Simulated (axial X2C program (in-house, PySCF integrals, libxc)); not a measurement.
## Low determinants of TiF⁻ at the PBE0 level, 2c

Calculated with an in-house relativistic program for diatomic molecules. Two-component (2c) means X2C with spin–orbit coupling and atomic mean-field two-electron Coulomb and Gaunt terms. Basis: Ti dyall-acv3z [11s11p7d4f2g], F dyall-av3z [7s6p3d2f] (cores contracted in-house); Gaussian nuclei, density fitting, unrestricted open shells. Masses: Ti 47.948 u, F 18.998 u.

Search at 1.822 Å (vertical energies from the lowest determinant):

```tsv
ΔE (eV)	state	electrons beyond evenly filled partner blocks	electrons in ±ω = 1/2, 3/2, 5/2, 7/2
0.00	Ω = 1	ω = -3/2, ω = 5/2	24 7 1 0
0.19	Ω = 2	ω = 1/2, ω = 3/2	25 7 0 0
0.24	Ω = 4	ω = 3/2, ω = 5/2	24 7 1 0
0.35	Ω = 2	ω = -1/2, ω = 5/2	25 6 1 0
0.57	Ω = 1	ω = -1/2, ω = 3/2	25 7 0 0
0.58	Ω = 2	2 × ω = 1/2, ω = -3/2, ω = 5/2	24 7 1 0
0.63	Ω = 3	ω = 1/2, ω = 5/2	23 8 1 0
```

Lowest determinant, Ω = 1 (⟨Sz⟩ = 1.00, ⟨Lz⟩ = 0.00 at PBE0): Re = 1.816 Å, ωe = 627.7 cm⁻¹.

The determinant in row 2 of the search, Ω = 2 (⟨Sz⟩ = -1.00, ⟨Lz⟩ = 3.00 at PBE0), was followed along the bond at PBE0; measured from the minimum of the lowest determinant it gives:

Te = 0.183 eV (1474 cm⁻¹), Re = 1.859 Å, ωe = 581.7 cm⁻¹.

Q: Compare the bond of the determinant in row 2 with that of the lowest one.

A: At PBE0 its Re is 0.043 Å longer and its force constant, which goes as ωe², is 0.86 times that of the lowest determinant. T0 ≈ Te + Δωe/2 = 1474 + (-23) = 1451 cm⁻¹.

The search compares states at one distance, so a state with another bond length can lie lower; it is not exhaustive and yields mostly the lowest determinant of each block pattern, so other components and higher states of one pattern are missing. These are energies of single determinants, not of spin-adapted states; PBE0 term energies can be off by some tenths of an eV, and the functional has no current term. Open-shell Ω = 0 determinants with evenly filled partner blocks cannot be reached by this program, so the Ω shown need not be the lowest component. The lowest determinant need not be the ground state where others lie within half an eV. For an anion, determinants above electron detachment are held by the basis set. The highest occupied level of some functionals is positive through self-interaction error; at Hartree–Fock it is bound. Row 1 has a positive highest level at its minimum. Row 2 has a positive highest level at its minimum.
